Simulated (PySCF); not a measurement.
Correlation energy of Cl (chlorine, neutral)

[Ne] 3s2 3p5, 2P determinant. All numbers are calculated (PySCF 2.14, scalar relativity by spin-free X2C-1e, in aug-cc-pVDZ-DK (5s4p2d, 27 functions)). Frozen: [Ne]; 7 electrons correlated.

MP2 pair energies summed by pair of shells (mhartree):

```json
{"pair": "3p-3p", "energy": "-80.07", "share (%)": "67.0"}
{"pair": "3s-3p", "energy": "-32.25", "share (%)": "27.0"}
{"pair": "3s-3s", "energy": "-7.11", "share (%)": "6.0"}
```

Total MP2 correlation energy: -119.42 mhartree.

Same-spin part -30.11 and opposite-spin part -89.31 mhartree; SCS-MP2 scales them by 1/3 and 6/5 to -117.21 mhartree.

```
  level  correlation energy (mhartree)
   CCSD                        -137.14
    (T)                          -2.29
CCSD(T)                        -139.43
```

Diagnostics: T1 = 0.0067, D1 = 0.0207, largest double amplitude 0.042.

Cost of the coupled-cluster step: 0.17 s of wall time on 1 thread of Neoverse-V2 (shared host), for 7 correlated electrons.
